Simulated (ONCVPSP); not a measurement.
# Cutoff test, gadolinium, ONCV

gadolinium (Gd), optimised norm-conserving Vanderbilt (ONCV), made with ONCVPSP 4.0.1 (PBEsol, scalar-relativistic). Core [Kr] 4d10, reference 4f7 5s2 5p6 5d1 6s2. Waves: 5s+6s: rc 2.45 bohr, ncon 3, nbas 7, qcut 4.4 1/bohr, 2 projectors; 5p: rc 2.20 bohr, ncon 4, nbas 8, qcut 7.8 1/bohr, 2 projectors, debl 1.2 Ha; 5d: rc 2.55 bohr, ncon 5, nbas 8, qcut 3.7 1/bohr, 2 projectors, debl 2.7 Ha; 4f: rc 1.50 bohr, ncon 5, nbas 9, qcut 10.9 1/bohr, 2 projectors, debl 3.2 Ha. Local part: polynomial inside 1.15 bohr (lpopt 3, dvloc0 0 Ha). Core correction: Teter function, fcfact 3.75, rcfact 1.75.

Problem. For each optimised wave give the share of its norm inside rc, the residual kinetic energy above qcut (Ha) and the cutoffs (Ha) for errors of 10, 1, 0.1 and 0.01 mHa per electron.

Solution.

```tsv
wave	norm inside rc	residual KE	10 mHa	1 mHa	0.1 mHa	0.01 mHa
5s	0.982	3.5e-06	3.0	3.9	6.4	8.9
6s	0.107	1.5e-05	2.4	4.0	8.0	11.4
5p	0.878	1.0e-08	6.0	15.0	19.0	22.2
p projector 2	0.104	5.2e-09	5.1	14.0	18.8	22.5
5d	0.505	2.8e-03	5.6	8.3	26.8	32.9
d projector 2	0.167	2.5e-02	7.9	12.5	28.8	38.4
4f	0.904	6.5e-04	51.1	58.3	135.3	156.7
f projector 2	0.142	2.3e-03	53.2	76.0	171.7	192.4
```

The occupied waves need 58 Ha and 135 Ha for 1 and 0.1 mHa. Note: no bound ghost flagged; GHOST(+) flagged for s at 14.2 eV, p at 186.3 eV. 2 of 4 tests not solved or not reliable.
